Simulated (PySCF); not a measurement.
Species: C₃H₁₃BN₂Si₂.
Cartesian coordinates in Å at the PBE0-D3(BJ)/def2-SVP level; atoms count from 1:
```
atom  x, y, z in Å
C1     3.1180    0.3759   -0.7407
C2     2.7700   -0.9532   -0.0701
C3     1.3986   -0.9879    0.4067
N4     0.3061   -0.9822    0.7651
B5    -1.2359   -0.8911    1.1620
N6    -1.8611    0.1736    0.2798
Si7   -1.7949    1.8012    0.8640
Si8   -2.4929   -0.3736   -1.2366
H9     2.4814    0.5543   -1.6184
H10    2.9886    1.2168   -0.0454
H11    4.1656    0.3551   -1.0703
H12    3.4251   -1.1498    0.7943
H13    2.8997   -1.7988   -0.7652
H14   -1.2068   -0.6188    2.3575
H15   -1.6454   -2.0298    0.9591
H16   -0.3756    2.2712    1.0423
H17   -2.4626    1.9544    2.1944
H18   -2.4485    2.7244   -0.1163
H19   -3.5755   -1.3930   -1.0696
H20   -1.4253   -1.0165   -2.0802
H21   -3.0378    0.7850   -2.0125
```

The closed-shell ground state was solved at several levels (PySCF, density fitting, gas phase, non-relativistic).

```tsv
level	basis functions	HOMO (eV)	LUMO (eV)	gap (eV)	dipole (D)
CAM-B3LYP/pcSseg-1	215	-7.89	0.32	8.21	8.02
wB97X-D/def2-SVPD	272	-8.42	0.92	9.34	8.08
```

**Question.** What might PBE0/pcSseg-1 (215 basis functions) give for the same quantities?

**Answer.** HOMO -6.60 eV, LUMO -0.79 eV, gap 5.81 eV, dipole 7.90 D.

**Question.** Over all these levels, which gives the widest orbital gap and which the narrowest?

**Answer.** wB97X-D/def2-SVPD (range-separated hybrid) has the widest, 9.34 eV, and PBE0/pcSseg-1 (global hybrid, 25 % exact exchange) the narrowest, 5.81 eV. Functional and basis both differ between the two, so the spread mixes both effects.

**Question.** How far do the dipole and the HOMO energy spread over the levels?

**Answer.** The dipole runs from 7.90 to 8.08 D (mean 8.00 D) and the HOMO from -8.42 to -6.60 eV.

One conformer stands for the species.
